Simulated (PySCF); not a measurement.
# Constants of CaCl, step by step

State: ²Σ⁺, doublet, unpaired electrons σ ↑. De refers to Ca + Cl. ROHF-based CCSD(T) in PySCF 2.14 with Ca cc-pwCVDZ-X2C, Cl aug-cc-pVDZ-DK and Ca cc-pwCVTZ-X2C, Cl aug-cc-pVTZ-DK (frozen core orbitals: 10; spin-free X2C with a Gaussian nucleus). Correlation energies are extrapolated as n⁻³ (n = 2, 3), Hartree–Fock as (n+1)·exp(−9√n).

```
      Level  Re (Å)  ωe (cm⁻¹)  ωexe (cm⁻¹)  αe (cm⁻¹)  De (eV)
 CCSD(T)/DZ  2.5111      348.7         1.29   0.000760    3.811
 CCSD(T)/TZ  2.4612      361.5         1.34   0.000797    4.034
     HF/CBS  2.4972      355.9         1.30   0.000760    3.825
    MP2/CBS  2.4397      368.0         1.37   0.000811    4.306
   CCSD/CBS  2.4513      365.3         1.36   0.000802    4.057
CCSD(T)/CBS  2.4471      365.5         1.37   0.000809    4.116
```

**Question.** How much is left between CCSD(T)/TZ and the basis-set limit, and how much do the triples give at the limit?

**Answer.** CCSD(T)/CBS less CCSD(T)/TZ: -14.1 mÅ in Re, +4.0 cm⁻¹ in ωe and +0.082 eV in De. CCSD(T)/CBS less CCSD/CBS: -4.2 mÅ in Re, +0.2 cm⁻¹ in ωe and +0.059 eV in De.

The T1 diagnostic is 0.014. The state was picked by a PBE0 search and need not be the measured ground state. Spin–orbit coupling, excitations beyond (T) and corrections to the Born–Oppenheimer picture are left out.

The whole job (state search and all basis sets along the bond) took about 7.9 min on 4 threads of Intel Xeon Platinum 8488C (shared host), peak memory 7.7 GiB.
